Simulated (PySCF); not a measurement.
**[BiS3]-, singlet: computed properties**

These are results of PBE0 in PySCF with Bi def2-TZVPD with ECP60, S def2-TZVPD; scalar-relativistic core potentials, no spin–orbit coupling; density-fitted integrals, not measurements.

The structure is a minimum.

* Point group: D3h
* Bond lengths: Bi–S 2.342 Å (×3)
* Bond angles: S–Bi–S 120.0° (×3)
* Rotational symmetry number: 6
* Heat capacity Cp at 298.15 K: 76.3 J/(mol K)
* Principal quadrupole moments (Buckingham, traceless) about the centre of mass: -9.85, -9.85, 19.69 D Å
* Zero-point energy: 9.0 kJ/mol
* Enthalpy at 298.15 K above 0 K: 18.05 kJ/mol
* Highest occupied level: -2.78 eV
* Entropy at 298.15 K and 1 bar: 339.8 J/(mol K)
* Lowest empty level: 0.78 eV
* Dipole moment about the centre of mass: 0.00 D
* Principal polarisabilities: 91.2, 171.4, 171.4 bohr³
* Rotational constants: 0.06406, 0.06406, 0.03203 cm⁻¹

Harmonic modes (masses in u: Bi 208.980, S 31.972):
```tsv
symmetry	ω (cm⁻¹)	IR (km/mol, summed over degenerate members)	μ (u)
a2''	94	13.5	43.59
e'	118	19.2	35.77
a1'	380	0.0	31.97
e'	399	189	38.07
```

In D3h the vibrations span a2'' + 2e' + a1'. The a1' mode carries no infrared intensity, as symmetry demands.

Charges (e); Mulliken and Löwdin values are unreliable with diffuse functions:
| atom | Mulliken | Löwdin | polar tensor | Mayer order to Bi1 |
| --- | --- | --- | --- | --- |
| Bi1 | 0.97 | 0.13 | 1.28 | – |
| S2,3,4 | -0.66 | -0.38 | -0.76 | 1.30 |

Mulliken populations on Bi1 (electrons outside its core potential): s 3.61, p 8.02, d 10.32, f 0.08.

Outer orbital energies (eV). occupied: -5.44, -5.44, -4.61, -3.04, -3.04, -3.03, -3.03, -2.78; empty: 0.78, 1.23, 3.30, 3.32.

Counting electrons, bismuth keeps none of its valence electrons outside its bonds, so the VSEPR class is AX3 and the expected shape is trigonal planar (D3h), as computed.

This need not be the most stable arrangement of these atoms. The lowest empty level of this anion is unbound, so it and the gap depend on the basis. No spin–orbit coupling is included, which matters more the heavier the element.

The final relaxation and frequency run took roughly 16 core-minutes on a shared host.
